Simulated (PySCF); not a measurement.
Mg (magnesium, neutral): UHF calculation

Configuration: [Ne] 3s2, closed-shell 1S. Calculation: PySCF 2.14, in cc-pVTZ (5s4p2d1f, 34 functions); no relativity, point nucleus.

```
Total energy                                     : -199.613347 hartree
One-electron energy                              : -279.4292 hartree
Hartree (Coulomb) energy                         : 95.8100 hartree
Exchange energy                                  : -15.9942 hartree
Kinetic energy                                   : 199.61094 hartree
⟨S²⟩                                             : 0.0000
⟨L²⟩                                             : 0.000
Sum of ⟨r⟩                                       : 12.26 bohr
Sum of ⟨r²⟩                                      : 29.60 bohr²
Density at the nucleus (Gaussians lack the cusp) : 1080 bohr⁻³
Langevin diamagnetic susceptibility              : -23.4 ×10⁻⁶ cm³/mol
Time after the integrals                         : 0.11 s of wall time on 1 thread of Neoverse-N1 (shared host)
```

```json
{"shell": "1s", "electrons": "2", "mean orbital energy (hartree)": "-49.03178", "rms radius, mean of both spins (bohr)": "0.152"}
{"shell": "2s", "electrons": "2", "mean orbital energy (hartree)": "-3.76770", "rms radius, mean of both spins (bohr)": "0.756"}
{"shell": "2p", "electrons": "6", "mean orbital energy (hartree)": "-2.28208", "rms radius, mean of both spins (bohr)": "0.773"}
{"shell": "3s", "electrons": "2", "mean orbital energy (hartree)": "-0.25305", "rms radius, mean of both spins (bohr)": "3.52"}
```
